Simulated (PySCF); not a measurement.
# Assignment exercise: C6H3Cl2F

Mapped SMILES: `[F:1][CH2:2][C:3]#[C:4][C:5]#[C:6][CH:7]([Cl:8])[Cl:9]`; H(Xn) means a hydrogen on atom n.

No relativistic terms, no solvent, equivalent nuclei averaged, one conformer. Structure optimised with GFN2-xTB; shieldings: GIAO PBE0/pcSseg-1; PySCF 2.14.

Scale: ¹³C (σref 186.93), ¹H (σref 31.72) vs TMS (reference shieldings calculated alike).

**Question.** Assign these signals to the numbered atoms. ¹³C{¹H} NMR (computed): δ 89.0, 86.9, 81.6, 79.4, 73.7, 71.8.

**Answer.** 
```tsv
δ (ppm)	atoms	environment	reason
89.0	C3	alkyne carbon	sp carbons lie upfield of alkene carbons because the cylindrical π system leaves one tensor component strongly shielded
86.9	C5	alkyne carbon	–
81.6	C4	alkyne carbon	–
79.4	C6	alkyne carbon	–
73.7	C2	propargylic sp3 CH2 bonded to F	deshielded by the electronegative neighbour
71.8	C7	propargylic sp3 CH bonded to 2 Cl	2 electronegative neighbours deshield it
```

C2 and C7 lie closer than the usual error of such a calculation, so a measured spectrum could show them in the other order.

**Question.** Assign these signals to the numbered atoms. ¹H NMR (300 MHz, computed): δ 6.39 (s, 1H), 5.53 (m, 2H).

**Answer.** 
| δ (ppm) | atoms | environment | reason |
| --- | --- | --- | --- |
| 6.39 | H(C7) | hydrogen on a propargylic sp3 CH bonded to 2 Cl | its carbon carries Cl, an electronegative neighbour |
| 5.53 | H(C2) | hydrogen on a propargylic sp3 CH2 bonded to F | its carbon carries F, an electronegative neighbour |

Carbons that carry Cl, above all several Cl atoms, come out too deshielded, partly because spin–orbit coupling is missing. Splittings by ¹⁹F in the carbon and heteronuclear signals aren't shown, as no couplings were computed. Shifts are as computed. Against solution values, carbons near 30 ppm lie about +3 ppm off and those near 130 ppm about +5 ppm; carbons on Cl a further +6 ppm (rms about the fit 2.1 ppm; single classes can miss by 10 ppm). Of 1328 compounds with measured shifts, 309 miss one by over three times the rms of a fit or turn the order of signals round; such compounds aren't used in these exercises. Signals without a measured value on file couldn't be tested in this way; 1H shifts scatter by 0.2 ppm about their fit, and single ones miss by 0.5 ppm. Multiplicities follow the n + 1 count of equivalent neighbours, as no J values were calculated; m marks all less simple cases, F and P coupling included.
